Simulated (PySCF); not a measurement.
PySCF job for Si(OSiH3)(H)(NHSiH3)(Cl) (ClH8NOSi3), SMILES [SiH3]N[SiH](Cl)O[SiH3], B3LYP-D3(BJ)/def2-SVP. Geometry: B3LYP-D3(BJ)/def2-SVP. The values are those of a single conformer.

```python
import numpy as np
from pyscf import gto, scf, dft, df
from pyscf.hessian import thermo

mol = gto.M(
    atom='''
    Si    0.09177757   -1.01697592    0.27116287
    Cl    0.88179305   -0.36041060    2.09050144
    N    -1.60181776   -0.77343785    0.16624150
    Si   -2.38582844    0.48160303   -0.78110122
    O     0.74447236   -0.08309131   -0.91905088
    Si    1.82752812    1.16892948   -1.15885526
    H     0.48551991   -2.43525884    0.14206547
    H    -2.20832296   -1.36034246    0.73334034
    H    -3.81888013    0.49183819   -0.37157886
    H    -2.30274737    0.22354917   -2.24662497
    H    -1.78261472    1.81729115   -0.51191128
    H     1.38917842    2.37867059   -0.41099426
    H     3.18645293    0.76392217   -0.70418998
    H     1.84919576    1.45631369   -2.61680347
    ''',
    basis='def2-SVP',
    charge=0,
    spin=0,
    max_memory=1600,
    verbose=3,
)
mf = dft.RKS(mol, xc='b3lyp').density_fit(auxbasis='def2-universal-jkfit')
mf.disp = 'd3bj'
mf.grids.level = 3
mf.conv_tol = 1e-11
mf.max_cycle = 100
mf.kernel()

# [left out here: the lines that compute and print the analytic Hessian (its translational invariance restored by hand, since the grid's response is missing), thermochemistry and intensities]
```

Output:

```
converged SCF energy = -1463.22573313632

WARN: DFTD3 does not support analytical Hessian, using finite difference


WARN: Mole.unit (angstrom) is changed to Bohr

Mode                                 0                   1                   2
Irrep
Freq [cm^-1]                       32.8530             51.3532             58.6476
Reduced mass [au]                   3.7681              2.8755              1.3124
Force const [Dyne/A]                0.0024              0.0045              0.0027
Char temp [K]                      47.2682             73.8858             84.3809
Normal mode                   x     y     z       x     y     z       x     y     z
       0  Si                 0.01 -0.00 -0.03   -0.01  0.04 -0.00   -0.01  0.02 -0.00
       1  Cl                -0.04  0.05 -0.02    0.02 -0.02  0.01    0.04 -0.02 -0.02
       2   N                 0.00 -0.08 -0.06   -0.01  0.03  0.04   -0.01  0.04  0.04
       3  Si                -0.04  0.00  0.08   -0.06 -0.05 -0.03   -0.03 -0.02 -0.02
       4   O                 0.00  0.02 -0.02   -0.05  0.09  0.01   -0.02  0.02 -0.01
       5  Si                 0.07 -0.03  0.01    0.08 -0.02  0.00    0.01 -0.00  0.03
       6   H                 0.06  0.01 -0.01    0.02  0.05 -0.06   -0.03  0.01 -0.03
       7   H                 0.02 -0.19 -0.15    0.01  0.04  0.08   -0.00  0.07  0.08
       8   H                -0.03 -0.04  0.13   -0.07 -0.14 -0.07   -0.04 -0.04 -0.03
       9   H                -0.09  0.14  0.05    0.01 -0.09 -0.01   -0.02 -0.08 -0.01
      10   H                -0.03 -0.03  0.19   -0.17  0.00 -0.05   -0.07  0.01 -0.08
      11   H                 0.05  0.02 -0.08    0.32 -0.03  0.15   -0.24  0.14 -0.34
      12   H                 0.02 -0.05  0.14    0.08 -0.24 -0.19   -0.10  0.13  0.49
      13   H                 0.20 -0.10 -0.00   -0.05  0.10  0.02    0.41 -0.30 -0.02
Mode                                 3                   4                   5
Irrep
[...]
      11   H                 0.05  0.05 -0.04    0.08  0.10 -0.11    0.06  0.01  0.01
      12   H                 0.02  0.04 -0.02    0.03  0.08 -0.03   -0.02  0.05  0.10
      13   H                 0.07  0.09  0.01    0.05  0.15  0.03   -0.07  0.04  0.01
Mode                                21                  22                  23
Irrep
Freq [cm^-1]                      958.2113            959.7220            971.2796
Reduced mass [au]                   1.0519              1.0558              1.0715
Force const [Dyne/A]                0.5691              0.5729              0.5955
Char temp [K]                    1378.6528           1380.8263           1397.4551
Normal mode                   x     y     z       x     y     z       x     y     z
       0  Si                -0.00 -0.00 -0.00   -0.01 -0.00 -0.00   -0.02  0.00 -0.00
       1  Cl                 0.00  0.00  0.00    0.00  0.00  0.00    0.00  0.00  0.00
       2   N                 0.00  0.00  0.00    0.01 -0.01  0.01    0.04 -0.01  0.00
       3  Si                 0.00 -0.00 -0.00   -0.01  0.00 -0.00    0.03  0.00 -0.00
       4   O                -0.00  0.00  0.00    0.01  0.00  0.00   -0.00 -0.01  0.00
       5  Si                 0.02 -0.02 -0.03   -0.03  0.01 -0.02   -0.00  0.01 -0.00
       6   H                 0.02  0.00  0.02    0.01 -0.00  0.03    0.05  0.02 -0.01
       7   H                 0.00 -0.00 -0.00    0.04 -0.03  0.02    0.09 -0.03  0.04
       8   H                 0.02  0.10  0.05    0.02 -0.04  0.09   -0.11  0.21 -0.42
       9   H                 0.01 -0.02  0.00    0.10  0.03 -0.00   -0.60 -0.25  0.01
      10   H                -0.08  0.02  0.07    0.04 -0.01 -0.05   -0.29  0.06  0.37
      11   H                 0.21  0.03  0.04    0.38 -0.22  0.59    0.02 -0.05  0.10
      12   H                -0.17  0.17  0.68    0.01  0.28  0.17   -0.00 -0.01 -0.00
      13   H                -0.54  0.26  0.03    0.25 -0.44 -0.09    0.05 -0.10 -0.02
Mode                                24                  25                  26
Irrep
Freq [cm^-1]                      995.2544           1004.9945           1094.0097
Reduced mass [au]                   1.3778              1.1305              5.2776
Force const [Dyne/A]                0.8041              0.6728              3.7216
Char temp [K]                    1431.9496           1445.9634           1574.0364
Normal mode                   x     y     z       x     y     z       x     y     z
       0  Si                -0.02  0.01  0.01    0.03 -0.00  0.01   -0.03 -0.04  0.04
       1  Cl                 0.00  0.00 -0.00   -0.00 -0.00 -0.00    0.00  0.00  0.00
       2   N                 0.05 -0.01  0.00   -0.05  0.01 -0.01    0.01  0.00  0.00
       3  Si                -0.01  0.01 -0.00   -0.01  0.02 -0.02    0.00 -0.01  0.01
       4   O                -0.04 -0.05  0.02    0.01  0.02 -0.01    0.11  0.14 -0.10
       5  Si                 0.05  0.05 -0.01    0.00  0.01 -0.00   -0.02 -0.03  0.01
       6   H                 0.09  0.05 -0.16   -0.11 -0.04  0.00    0.01 -0.03  0.06
       7   H                 0.13 -0.06  0.03   -0.16  0.09 -0.05    0.01  0.00  0.01
       8   H                -0.01 -0.01 -0.02    0.06 -0.24  0.24   -0.01  0.06 -0.05
       9   H                 0.07  0.10 -0.01    0.09 -0.55  0.09   -0.01  0.10 -0.01
      10   H                 0.06 -0.00 -0.12    0.17 -0.17  0.51   -0.03  0.02 -0.08
      11   H                -0.38 -0.22  0.16   -0.12 -0.08  0.06   -0.15 -0.08  0.04
      12   H                -0.14 -0.43  0.11   -0.05 -0.14  0.03   -0.06 -0.16  0.02
      13   H                -0.28 -0.32 -0.09   -0.09 -0.13 -0.03   -0.15 -0.17 -0.03
Mode                                27                  28                  29
Irrep
Freq [cm^-1]                     1179.0511           2221.8582           2230.2513
Reduced mass [au]                   1.5452              1.0513              1.0211
Force const [Dyne/A]                1.2656              3.0579              2.9923
Char temp [K]                    1696.3920           3196.7592           3208.8350
Normal mode                   x     y     z       x     y     z       x     y     z
       0  Si                 0.02 -0.01  0.01    0.00 -0.00  0.00    0.00  0.00 -0.00
       1  Cl                 0.00  0.00 -0.00    0.00 -0.00 -0.00   -0.00 -0.00 -0.00
       2   N                -0.13  0.07 -0.05    0.00 -0.00 -0.00   -0.00  0.00 -0.00
       3  Si                 0.02 -0.00  0.00    0.00  0.02  0.03   -0.00  0.02 -0.01
       4   O                -0.00  0.00 -0.00   -0.00 -0.00 -0.00   -0.00 -0.00  0.00
       5  Si                 0.00  0.00  0.00    0.00 -0.00 -0.00    0.00 -0.00 -0.00
       6   H                 0.09  0.00 -0.03   -0.00  0.01  0.00    0.00 -0.03 -0.00
       7   H                 0.60 -0.39  0.27    0.00  0.01  0.01   -0.00  0.00 -0.00
       8   H                 0.04 -0.10  0.07    0.12  0.01 -0.02    0.36  0.00 -0.10
       9   H                -0.04 -0.01 -0.00    0.05 -0.13 -0.76   -0.03  0.11  0.57
      10   H                -0.05  0.03 -0.00   -0.24 -0.51 -0.09   -0.28 -0.62 -0.13
      11   H                -0.01  0.00 -0.00   -0.03  0.08  0.05   -0.03  0.10  0.06
      12   H                 0.00 -0.00 -0.00   -0.01  0.00 -0.01   -0.03  0.01 -0.01
      13   H                -0.00 -0.00  0.00    0.00 -0.01  0.03    0.00  0.00 -0.03
Mode                                30                  31                  32
Irrep
Freq [cm^-1]                     2230.8506           2237.2734           2242.4184
Reduced mass [au]                   1.0490              1.0366              1.0435
Force const [Dyne/A]                3.0758              3.0570              3.0916
Char temp [K]                    3209.6973           3218.9383           3226.3409
Normal mode                   x     y     z       x     y     z       x     y     z
       0  Si                -0.00  0.00  0.00   -0.00  0.00  0.00    0.00  0.00 -0.00
       1  Cl                 0.00  0.00 -0.00   -0.00 -0.00 -0.00    0.00  0.00  0.00
       2   N                -0.00  0.00  0.00    0.00  0.00 -0.00   -0.00  0.00  0.00
       3  Si                -0.03 -0.01  0.01   -0.00 -0.00  0.00   -0.00 -0.01 -0.00
       4   O                -0.00  0.00 -0.00    0.00  0.00 -0.00   -0.00 -0.00  0.00
       5  Si                -0.00  0.00 -0.00    0.03 -0.00  0.01    0.01 -0.03 -0.01
       6   H                 0.00 -0.01 -0.00    0.01 -0.04 -0.01   -0.00  0.00  0.00
       7   H                -0.00 -0.00 -0.00    0.00 -0.00 -0.00   -0.00 -0.00 -0.00
       8   H                 0.86 -0.01 -0.25    0.11 -0.00 -0.03    0.01 -0.00 -0.00
       9   H                -0.01 -0.03 -0.12    0.00 -0.01 -0.03   -0.00 -0.00 -0.00
      10   H                 0.13  0.31  0.07    0.02  0.05  0.01    0.07  0.16  0.03
      11   H                 0.01 -0.05 -0.03    0.06 -0.14 -0.07   -0.28  0.77  0.48
      12   H                 0.13 -0.04  0.04   -0.87  0.27 -0.29   -0.13  0.03 -0.06
      13   H                -0.00  0.00 -0.01    0.01 -0.01  0.02    0.01 -0.00 -0.04
Mode                                33                  34                  35
Irrep
Freq [cm^-1]                     2253.4361           2287.4209           3597.2444
Reduced mass [au]                   1.0417              1.0424              1.0755
Force const [Dyne/A]                3.1165              3.2134              8.1996
Char temp [K]                    3242.1928           3291.0894           5175.6337
Normal mode                   x     y     z       x     y     z       x     y     z
       0  Si                 0.00 -0.00 -0.00    0.01 -0.03 -0.00    0.00 -0.00  0.00
       1  Cl                -0.00 -0.00  0.00   -0.00 -0.00 -0.00    0.00  0.00  0.00
       2   N                -0.00 -0.00 -0.00   -0.00 -0.00  0.00   -0.04 -0.04  0.04
       3  Si                 0.00  0.00  0.00   -0.00  0.00 -0.00   -0.00  0.00 -0.00
       4   O                -0.00 -0.00  0.00   -0.00 -0.00  0.00    0.00  0.00 -0.00
       5  Si                -0.00 -0.01  0.03    0.00  0.00 -0.00   -0.00 -0.00  0.00
       6   H                -0.01  0.04  0.00   -0.26  0.94  0.08    0.00  0.00  0.00
       7   H                -0.00 -0.00  0.00    0.00 -0.00  0.00    0.58  0.55 -0.53
       8   H                -0.01  0.00  0.00    0.02 -0.00 -0.01    0.00  0.00 -0.00
       9   H                 0.00 -0.01 -0.04   -0.00  0.00  0.03   -0.00  0.00 -0.00
      10   H                -0.00 -0.00 -0.00   -0.00 -0.01 -0.00   -0.00  0.00 -0.00
      11   H                 0.01 -0.03 -0.00    0.00 -0.01 -0.00    0.00  0.00 -0.00
      12   H                -0.01  0.01  0.01   -0.04  0.01 -0.01    0.00 -0.00  0.00
      13   H                 0.01  0.19 -0.96   -0.00 -0.01  0.04    0.00  0.00 -0.00
temperature 298.1500 [K]
pressure 101325.00 [Pa]
Rotational constants [GHz] 1.51763 1.16273 0.76098
Symmetry number 1
Zero-point energy (ZPE) 0.08296 [Eh]   217816.426 [J/mol]
                           tot       elec      trans        rot        vib
Entropy [J/mol/K]       443.601      0.000    171.867    124.937    146.797
Cv [J/mol/K]            147.148      0.000     12.472     12.472    122.204
Cp [J/mol/K]            155.462      0.000     20.786     12.472    122.204
Internal energy [J/mol]                      3718.434   3718.434 238288.077
Internal energy [Eh]   -1463.13214  -1463.22573
Enthalpy [J/mol]                             6197.391   3718.434 238288.077
Enthalpy [Eh]          -1463.13120
Gibbs free energy [J/mol]                  -45044.804 -33531.461 194520.431
Gibbs free energy [Eh] -1463.18157
mode   freq/cm-1   IR/(km/mol)
   1       32.85         1.481
   2       51.35         0.629
   3       58.65         0.192
   4       67.70         1.760
   5       99.49         1.000
   6      137.80         2.693
   7      188.27        14.978
   8      289.75         5.049
   9      335.35        26.926
  10      392.04        44.235
  11      512.01        69.945
  12      619.16        35.671
  13      638.11        13.743
  14      716.76        13.308
  15      722.55        29.415
  16      740.54        46.991
  17      751.16        41.447
  18      851.33       268.312
  19      875.81       349.425
  20      926.47       260.356
  21      945.65        55.593
  22      958.21       111.224
  23      959.72       130.845
  24      971.28        37.139
  25      995.25       295.324
  26     1004.99       158.371
  27     1094.01       336.206
  28     1179.05       213.746
  29     2221.86       108.225
  30     2230.25        59.227
  31     2230.85       180.013
  32     2237.27        75.860
  33     2242.42       124.894
  34     2253.44       124.217
  35     2287.42       129.528
  36     3597.24        50.712
max |gradient| / (hartree/bohr): 3.915532758613175e-05
APT charges: [ 1.9995 -0.5785 -1.1827  1.3433 -1.2906  1.4824 -0.3097  0.1824 -0.2736
 -0.2812 -0.2723 -0.2748 -0.2772 -0.2671]
```

The run converged.

Cost: around 8 core-minutes (rough).
